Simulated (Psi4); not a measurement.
CAuO, charge +1, singlet, at a GFN2-xTB geometry (such geometries of metal compounds can be far from the true shape) (the multiplicity is a formal guess) (core potentials on Au); SVWN/def2-QZVP (Psi4).

Input for Psi4:
```
memory 2 GB

molecule {
1 1
Au   -0.00000000   -0.00000000   -0.37575670
O     0.00000000    0.00000000    2.59477289
C     0.00000000    0.00000000    1.48776598
}

set {
  basis def2-qzvp
}

energy('svwn')
print_variables()
```

Output, abridged:

```
   => Loading Basis Set <=

    Name: DEF2-QZVP
    Role: ORBITAL
    Keyword: BASIS

    !!!  WARNING: ECP capability is in beta. Please check occupations closely.  !!!

         ---------------------------------------------------------
                                   SCF
               by Justin Turney, Rob Parrish, Andy Simmonett
                          and Daniel G. A. Smith
                              RKS Reference
         ---------------------------------------------------------

  ==> Geometry <==

    Molecular point group: c2v
    Full point group: C_inf_v

    Geometry (in Angstrom), charge = 1, multiplicity = 1:

       Center              X                  Y                   Z               Mass
    ------------   -----------------  -----------------  -----------------  -----------------
         AU           0.000000000000     0.000000000000    -0.310611569002   196.966568790000
         O            0.000000000000     0.000000000000     2.659918020998    15.994914619570
         C            0.000000000000     0.000000000000     1.552911110998    12.000000000000

  Running in c2v symmetry.

  Rotational constants: A = ************  B =      0.10464  C =      0.10464 [cm^-1]
  Rotational constants: A = ************  B =   3136.89030  C =   3136.89030 [MHz]
  Nuclear repulsion =   82.394983735071960

  Charge       = 1
  Multiplicity = 1
  Electrons    = 32
  Nalpha       = 16
  Nbeta        = 16

  ==> Algorithm <==

  SCF Algorithm Type is DF.
  DIIS enabled.
  MOM disabled.
  Fractional occupation disabled.
  Guess Type is SAD.
  Energy threshold   = 1.00e-06
  Density threshold  = 1.00e-06
  Integral threshold = 1.00e-12

  ==> Primary Basis <==

  Basis Set: DEF2-QZVP
    Blend: DEF2-QZVP
    Number of shells: 54
    Number of basis functions: 186
    Number of Cartesian functions: 235
    Spherical Harmonics?: true
    Max angular momentum: 4

  Core potential: DEF2-QZVP
    Number of shells: 4
    Number of ECP primitives: 14
    Number of ECP core electrons: 60
    Max angular momentum: 3

  ==> DFT Potential <==

   => LibXC <=

    Version 7.1.2
    S. Lehtola, C. Steigemann, M. J. T. Oliveira, and M. A. L. Marques,  SoftwareX 7, 1–5 (2018) (10.1016/j.softx.2017.11.002)

   => Composite Functional: SVWN <=

    Slater exchange
    Vosko, Wilk & Nusair (VWN5_RPA)
    P. A. M. Dirac,  Math. Proc. Cambridge Philos. Soc. 26, 376 (1930) (10.1017/S0305004100016108)
    F. Bloch,  Z. Phys. 57, 545 (1929) (10.1007/BF01340281)
    S. H. Vosko, L. Wilk, and M. Nusair,  Can. J. Phys. 58, 1200 (1980) (10.1139/p80-159)

    Deriv               =              1
    GGA                 =          FALSE
    Meta                =          FALSE

    Exchange Hybrid     =          FALSE
    MP2 Hybrid          =          FALSE

   => Exchange Functionals <=

    1.0000         XC_LDA_X

   => Correlation Functionals <=

    1.0000   XC_LDA_C_VWN_RPA

   => LibXC Density Thresholds  <==

    XC_LDA_C_VWN_RPA:  1.00E-15
    XC_LDA_X:  1.00E-15

   => Molecular Quadrature <=

    Radial Scheme          =       TREUTLER
    Pruning Scheme         =           NONE
    Nuclear Scheme         =       TREUTLER

    Blocking Scheme        =         OCTREE
    BS radius alpha        =              1
    Pruning alpha          =              1
    Radial Points          =             75
    Spherical Points       =            302
    Total Points           =          66319
    Total Blocks           =            582
    Max Points             =            256
    Max Functions          =            184
    Weights Tolerance      =       1.00E-15

   => Loading Basis Set <=

    Name: (DEF2-QZVP AUX)
    Role: JKFIT
    Keyword: DF_BASIS_SCF

  ==> Integral Setup <==

  SCF_SUBTYPE=INCORE selected. In-core MEM_DF algorithm will be used.
  Using in-core AOs.

  ==> MemDFJK: Density-Fitted J/K Matrices <==

    J tasked:                   Yes
    K tasked:                    No
    wK tasked:                   No
    Algorithm:                 Core
    Schwarz Cutoff:           1E-12
    Mask sparsity (%):       2.1968
    Fitting Condition:        1E-10

   => Auxiliary Basis Set <=

  Basis Set: (DEF2-QZVP AUX)
    Blend: DEF2-UNIVERSAL-JKFIT
    Number of shells: 101
    Number of basis functions: 399
    Number of Cartesian functions: 547
    Spherical Harmonics?: true
    Max angular momentum: 6

  Minimum eigenvalue in the overlap matrix is 1.0616349269E-04.
  Reciprocal condition number of the overlap matrix is 1.6984198912E-05.
    Using symmetric orthogonalization.

  ==> Pre-Iterations <==

  SCF Guess: Superposition of Atomic Densities via on-the-fly atomic UHF (no occupation information).

   -------------------------
    Irrep   Nso     Nmo
   -------------------------
     A1        77      77
     A2        23      23
     B1        43      43
     B2        43      43
   -------------------------
    Total     186     186
   -------------------------

  ==> Iterations <==

                           Total Energy        Delta E     RMS |[F,P]|

   @DF-RKS iter SAD:  -248.28639573157113   -2.48286e+02   0.00000e+00
   @DF-RKS iter   1:  -248.01161232926634    2.74783e-01   9.47029e-03 ADIIS/DIIS
   @DF-RKS iter   2:  -243.01354524127481    4.99807e+00   3.11309e-02 ADIIS/DIIS
   @DF-RKS iter   3:  -248.08904727870876   -5.07550e+00   8.19835e-03 ADIIS/DIIS
   @DF-RKS iter   4:  -248.19770464225741   -1.08657e-01   7.07142e-03 ADIIS/DIIS
   @DF-RKS iter   5:  -248.37049398618313   -1.72789e-01   6.63823e-04 ADIIS/DIIS
   @DF-RKS iter   6:  -248.37117521732455   -6.81231e-04   4.40812e-04 ADIIS/DIIS
   @DF-RKS iter   7:  -248.37185627983098   -6.81063e-04   6.08991e-05 DIIS
   @DF-RKS iter   8:  -248.37187434587923   -1.80660e-05   5.14706e-06 DIIS
   @DF-RKS iter   9:  -248.37187443712853   -9.12493e-08   1.76333e-06 DIIS
   @DF-RKS iter  10:  -248.37187445212871   -1.50002e-08   2.85915e-07 DIIS
  Energy and wave function converged.

  ==> Post-Iterations <==

   Electrons on quadrature grid:
      Ntotal   =   32.0000005168 ; deviation = 5.168e-07

    Orbital Energies [Eh]
    ---------------------

    Doubly Occupied:

[...]
       9A1    -0.555571

    Virtual:

[...]
    Final Occupation by Irrep:
             A1    A2    B1    B2
    DOCC [     9,    1,    3,    3 ]
    NA   [     9,    1,    3,    3 ]
    NB   [     9,    1,    3,    3 ]

  @DF-RKS Final Energy:  -248.37187445212871

   => Energetics <=

    Nuclear Repulsion Energy =             82.3949837350719605
    One-Electron Energy =                -546.6174202834142761
    Two-Electron Energy =                 241.8245493389686658
    DFT Exchange-Correlation Energy =     -25.9739872427550473
    Empirical Dispersion Energy =           0.0000000000000000
    VV10 Nonlocal Energy =                  0.0000000000000000
    Total Energy =                       -248.3718744521287078

Computation Completed

Properties will be evaluated at   0.000000,   0.000000,   0.000000 [a0]

Properties computed using the SCF density matrix

 Multipole Moments:

 ------------------------------------------------------------------------------------
     Multipole            Electronic (a.u.)      Nuclear  (a.u.)        Total (a.u.)
 ------------------------------------------------------------------------------------

 L = 1.  Multiply by 2.5417464519 to convert [e a0] to [Debye]
 Dipole X            :          0.0000000            0.0000000            0.0000000
 Dipole Y            :          0.0000000            0.0000000            0.0000000
 Dipole Z            :        -46.5374474           46.6671476            0.1297003
 Magnitude           :                                                    0.1297003

 ------------------------------------------------------------------------------------

  Variable Map:
  ----------------------------------------------------------------------------
[...]
  Array Variable Map:
  ----------------------------------------------------------------------------
[...]
[...]
```
